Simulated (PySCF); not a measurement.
C5H7F3Se.
Cartesian coordinates in Å at the PBE0-D3(BJ)/def2-SVP level; atoms count from 1:
```xyz
16
C5H7F3Se angstrom
C     -1.8888   -0.5044   -0.1415
C     -1.0809    0.5886    0.5589
C      0.2264    0.1081    1.1134
Se     0.5985    0.1922    2.8358
C      1.2197   -0.5055    0.1621
C      1.6058    0.3551   -1.0225
F      1.9682    1.5810   -0.6435
F      2.6339   -0.1926   -1.6722
F      0.6083    0.4924   -1.9085
H     -2.8621   -0.1039   -0.4597
H     -2.0779   -1.3493    0.5382
H     -1.3798   -0.8821   -1.0394
H     -1.6630    1.0279    1.3801
H     -0.8733    1.4004   -0.1619
H      2.1451   -0.7498    0.6987
H      0.8142   -1.4455   -0.2496
```

Computed, not measured: TDDFT wB97X-D/def2-SVPD, vertical, gas phase, core orbitals frozen in the response (PySCF 2.14.0, density-fitted response routines). The wB97X-D/def2-SVPD calculation is non-relativistic and has no spin–orbit coupling, an omission that weighs most on selenium.

Computed states:

| state | E (eV) | f |
| --- | --- | --- |
| S1 | 2.11 | 0.0000 |
| S2 | 5.09 | 0.292 |
| S3 | 5.63 | 0.0004 |
| S4 | 5.98 | 0.0005 |
| S5 | 6.15 | 0.116 |
| S6 | 6.51 | 0.0007 |

Each state is given a Gaussian of 0.25 eV full width at half maximum, with ε(max) = 2.175×10⁸ f / Δν̃ (Δν̃ the width in cm⁻¹). The width is an assumption, not a result. The curve ends short of the highest state used, and states not computed would add to its high-energy end.

Question: Give the broadened spectrum and its maxima.

Answer: 
E (eV), ε (L mol⁻¹ cm⁻¹) and a bar:
```
     1.74          0 
     1.88          0 
     2.02          1 
     2.17          1 
     2.31          0 
     2.46          0 
     2.60          0 
     2.74          0 
     2.89          0 
     3.03          0 
     3.17          0 
     3.32          0 
     3.46          0 
     3.61          0 
     3.75          0 
     3.89          0 
     4.04          0 
     4.18          0 
     4.32          0 
     4.47          0 
     4.61          1 
     4.76        253 
     4.90       6374 #######
     5.04      28229 ##############################
     5.19      20186 #####################
     5.33       2438 ###
     5.47         65 
     5.62         42 
     5.76         40 
     5.91        959 #
```

Maxima: 244 nm (5.09 eV), ε about 32000, made up of S2 (100%); 220 nm (5.63 eV), ε about 42, made up of S3 (99%) (ε in L mol⁻¹ cm⁻¹; maxima over ε = 5, shares over 10%). At its high-energy end, 5.91 eV, the curve is still rising (ε about 960, from S5).

Question: Does any computed singlet lie in the visible range?

Answer: S1 lies in the visible range (380 to 750 nm), at 587 nm, dark in the vertical dipole picture (f under 0.0005); light of that wavelength is yellow, and its complementary colour is blue.

Question: On this curve, what absorbance would a 10⁻³ mol/L sample give at 222 nm over a 1 cm path?

Answer: 222 nm is 5.585 eV, where ε is about 39 L mol⁻¹ cm⁻¹, so A = ε c l ≈ 0.039 (Beer–Lambert, with the gas-phase spectrum and the assumed width).

Question: Coming from long wavelengths, where does ε first pass 100 L mol⁻¹ cm⁻¹?

Answer: At about 262 nm (4.73 eV), 2.62 eV above S1.

One conformer stands for the species.
